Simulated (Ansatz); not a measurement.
Ansatz (a quantum-chemistry and plane-wave program) input (CCSD(T)/def2-SVPD):

Ansatz 0.2 input:
```yaml
crystal:
  periodic: [false, false, false]
  atoms:
    - {symbol: Te, position_ang: [0.04424944, 0.01794832, 1.08398968]}
    - {symbol: I, position_ang: [0.96386790, -1.85549558, -0.54142374]}
    - {symbol: I, position_ang: [-1.00728245, 1.83788590, -0.52211331]}
basis:
  gaussian:
    orbitals: def2-SVPD
total_charge: 1
magnetization: {spin_polarized: true, initial_magnetization: 1}
correlation: {method: ccsd_t, electrons: outside_noble_gas}
output: {forces: true}
```

End of the output:

```
integrals: 0.31 GiB planned
1328 factors; integrals over basis functions are off by at most 1.6e-4 eV
mean field: 0.90 GiB planned
mean field evaluation 1: about -23401.8674 eV, gradient 1.1e1 eV
mean field evaluation 2: about -23402.0871 eV, gradient 1.2e1 eV
mean field evaluation 4: about -23403.3033 eV, gradient 1.6e0 eV
mean field evaluation 8: about -23403.4022 eV, gradient 4.4e-1 eV
mean field evaluation 16: about -23403.4188 eV, gradient 1.1e-5 eV
mean field evaluation 32: about -23396.5721 eV, gradient 1.3e1 eV
mean field evaluation 64: about -23400.9889 eV, gradient 1.2e-1 eV
mean field evaluation 96: about -23401.4455 eV, gradient 7.8e-4 eV
mean field evaluation 128: about -23398.6042 eV, gradient 8.0e0 eV
mean field -23403.41879029 eV, -860.0597771363 hartree, gradient 2.0e-6 eV, S^2 0.770552; 3 other end points of the search recorded, 0 dependent functions left out
determinant -23403.41879029 eV, -860.0597771363 hartree, with singles and doubles -23412.04786773 eV, -860.3768898832 hartree
determinant -23401.63682881 eV, -859.9942912595 hartree, with singles and doubles -23410.28314303 eV, -860.3120374466 hartree
determinant -23401.44554587 eV, -859.9872617411 hartree, with singles and doubles -23410.06755619 eV, -860.3041147763 hartree
determinant -23400.99036561 eV, -859.9705341752 hartree, with singles and doubles -23409.97714543 eV, -860.3007922421 hartree
27 core orbitals not correlated
reference -23403.41879029 eV, -860.0597771363 hartree; 10, 9 occupied and 68, 69 virtual orbitals, 1328 factors
densities: 0.94 GiB planned
second order -7.82177527 eV of doubles, -0.00000000 eV of singles
coupled cluster: 0.61 GiB planned
cycle   1  -8.63477347 eV  change   -1.8e-1 eV  update   2.0e-2
cycle   2  -8.64773494 eV  change   -1.3e-2 eV  update   5.4e-3
cycle   3  -8.64889012 eV  change   -1.2e-3 eV  update   2.2e-3
cycle   4  -8.65009560 eV  change   -1.2e-3 eV  update   1.0e-3
cycle   5  -8.65066661 eV  change   -5.7e-4 eV  update   6.2e-4
cycle   6  -8.65121142 eV  change   -5.4e-4 eV  update   2.7e-4
cycle   7  -8.65129804 eV  change   -8.7e-5 eV  update   8.3e-5
cycle   8  -8.65130207 eV  change   -4.0e-6 eV  update   2.5e-5
cycle   9  -8.65130242 eV  change   -3.5e-7 eV  update   1.0e-5
cycle  10  -8.65130382 eV  change   -1.4e-6 eV  update   4.8e-6
cycle  11  -8.65130382 eV  change   -1.6e-9 eV  update   1.7e-6
cycle  12  -8.65130400 eV  change   -1.8e-7 eV  update   8.6e-7
perturbative correction -0.35974749 eV, -0.0132204762 hartree
the calculation of the forces begins
Total energy: -23412.42984178 eV, -860.3909271705 hartree
Atom 0 at     0.044249     0.017948     1.083990 Å, force     0.027722     0.011244     0.679102 eV/Å
Atom 1 at     0.963868    -1.855496    -0.541424 Å, force     0.184060    -0.376470    -0.341490 eV/Å
Atom 2 at    -1.007282     1.837886    -0.522113 Å, force    -0.211782     0.365226    -0.337612 eV/Å
Dipole moment:     0.010272     0.004166     0.251626 e Å
```
